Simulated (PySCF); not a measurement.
One formula, C7H16Ge, several structures.

PySCF, PBE0/def2-SVPD, density fitting, gas phase; each molecule at its own PBE0-D3(BJ)/def2-SVP geometry, one conformer. Singlet excitations by full TDDFT with frozen cores, triplets by Tamm–Dancoff TDDFT and ionisation energies by ΔSCF, from the lowest of the holes tried. 

Torsions of the conformers computed, which needn't be the lowest (atom-mapped SMILES):
- `[CH3:1][CH2:2][C@@H:3]([CH3:4])[GeH:5]1[CH2:6][CH2:7][CH2:8]1`: C1–C2–C3–C4 176°, C2–C3–Ge5–C6 84°

The conformers of `CCC1C[CH2][GeH2][CH2]C1`, `CC[C@@H]1CC[C@@H]([GeH3])C1`, `CC[C@H]1CC[CH2][GeH2][CH2]1`, `CC[C@@H]1CCC[CH2][GeH2]1`, `CC[C@@H]1CC[C@H]([GeH3])C1` and `CCC[C@H]1CC[CH2][GeH2]1` aren't listed.

Reference: `CCC1C[CH2][GeH2][CH2]C1`, with HOMO energy -7.48 eV, LUMO energy 0.60 eV, lowest singlet excitation 7.02 eV, lowest triplet excitation 6.85 eV, mean polarisability 113.0 au and vertical ionisation energy 9.23 eV.

Changes against it:

| molecule | Δ electronic energy (kcal/mol) | Δ HOMO energy (eV) | Δ LUMO energy (eV) | Δ lowest singlet excitation (eV) | Δ lowest triplet excitation (eV) | Δ mean polarisability (au) | Δ vertical ionisation energy (eV) |
| --- | --- | --- | --- | --- | --- | --- | --- |
| CC[C@H]1CC[CH2][GeH2][CH2]1 | -0.5 | -0.04 | 0.00 | +0.06 | +0.06 | +0.2 | 0.00 |
| CC[C@@H]1CCC[CH2][GeH2]1 | +0.6 | +0.12 | -0.01 | -0.10 | -0.13 | 0.0 | -0.17 |
| CC[C@@H]1CC[C@H]([GeH3])C1 | +6.9 | -0.52 | -0.17 | +0.33 | +0.22 | +2.1 | +0.47 |
| CCC[C@H]1CC[CH2][GeH2]1 | +2.9 | +0.03 | -0.09 | -0.14 | -0.28 | +1.2 | -0.03 |

Rows whose labels were lost:

```json
{"row": "P", "Δ electronic energy (kcal/mol)": "+17.7", "Δ HOMO energy (eV)": "+0.29", "Δ LUMO energy (eV)": "-0.01", "Δ lowest singlet excitation (eV)": "-0.38", "Δ lowest triplet excitation (eV)": "-0.52", "Δ mean polarisability (au)": "+2.3", "Δ vertical ionisation energy (eV)": "-0.38"}
{"row": "Q", "Δ electronic energy (kcal/mol)": "+8.1", "Δ HOMO energy (eV)": "-0.34", "Δ LUMO energy (eV)": "-0.23", "Δ lowest singlet excitation (eV)": "+0.10", "Δ lowest triplet excitation (eV)": "+0.02", "Δ mean polarisability (au)": "+0.4", "Δ vertical ionisation energy (eV)": "+0.39"}
```

Q: Which row belongs to which of `CC[C@@H]1CC[C@@H]([GeH3])C1` and `CC[C@@H](C)[GeH]1[CH2]C[CH2]1`?

A: P = `CC[C@@H](C)[GeH]1[CH2]C[CH2]1` and Q = `CC[C@@H]1CC[C@@H]([GeH3])C1`. P and Q are told apart most clearly by the electronic energy (+17.7 against +8.1 kcal/mol).

Q: Which row has the smallest HOMO–LUMO gap and which the largest, and does the HOMO or the LUMO shift more there?

A: Smallest, counted from the reference: P, -0.30 eV (HOMO +0.29, LUMO -0.01), the larger shift being that of the HOMO. Largest: `CC[C@@H]1CC[C@H]([GeH3])C1`, +0.35 eV (HOMO -0.52, LUMO -0.17), the larger shift being that of the HOMO.
